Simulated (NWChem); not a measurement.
System: CH₃FO₃Si; SMILES O=C(O)[Si@H](O)F

```xyz
9

O      1.0645    -1.4511     0.6344
C      0.0753    -1.0805     0.0282
O     -0.8957    -1.9242    -0.3756
Si    -0.1600     0.7795    -0.3862
O      1.3453     1.4031    -0.1936
F     -1.2135     1.3604     0.6835
H     -0.6415    -2.8240    -0.0803
H     -0.6655     1.0741    -1.7379
H      1.9036     0.8529     0.3821
```
Atoms are numbered in this order, from 1.

Results from NWChem. Medium grid unless said otherwise, to which SCAN and Minnesota functionals are sensitive. Coordinates come from a B3LYP/6-31G* (spherical d) optimisation. Total energies of different functionals are on different scales.

```
level             energy (Ha)  highest occupied level (eV)  orbital gap (eV)  dipole (D)
----------------  -----------  ---------------------------  ----------------  ----------
PBE/def2-TZVP       -654.7010                        -6.84              4.46        1.83
B3LYP/def2-TZVP     -655.2440                          [?]               [?]        1.84
PW6B95/def2-TZVP    -655.8809                        -8.56              7.26        1.84
TPSSh/def2-TZVP     -655.2286                        -7.54              5.73        1.80
r2SCAN/def2-TZVP    -655.0293                        -7.15              4.95        1.85
```

Problem. Fill in the missing entries.

Solution. 
- B3LYP/def2-TZVP, highest occupied level (eV): -8.19
- B3LYP/def2-TZVP, orbital gap (eV): 6.58
